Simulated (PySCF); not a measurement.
Computed shifts of a molecule C2H7ClSi2, KT2/pcSseg-1 (PySCF), GIAO, gas phase, atoms alike by connectivity averaged where their shifts nearly agree, in ppm (number of nuclei): ²⁹Si: 13.0 (1), -34.9 (1). ¹³C: 27.7 (1), 6.9 (1). ¹H: 5.98 (1), 4.97 (1), 4.76 (1), 2.35 (1), 2.05 (1), 1.81 (1), 1.26 (1). References: ³⁵Cl against HCl (σ = 945.4 ppm); ²⁹Si against TMS (σ = 361.9 ppm); ¹³C against TMS (σ = 185.1 ppm); ¹H against TMS (σ = 31.47 ppm), references at their B3LYP-D3(BJ)/def2-TZVP geometries, non-relativistic (without spin–orbit terms, shifts of atoms bonded to Cl or Br come out too high). Coordinates come from a PBE0-D3(BJ)/def2-SVP optimisation. One conformer was computed; it need not be the lowest.

### Question
Pick the molecule that these values belong to.
A) Cl[SiH]1C[SiH2]C1
B) Cl[Si@@H]1CC[SiH2]1
C) C=C([SiH3])[SiH2]Cl
D) [SiH3][SiH2]/C=C/Cl

### Answer
B, Cl[Si@@H]1CC[SiH2]1
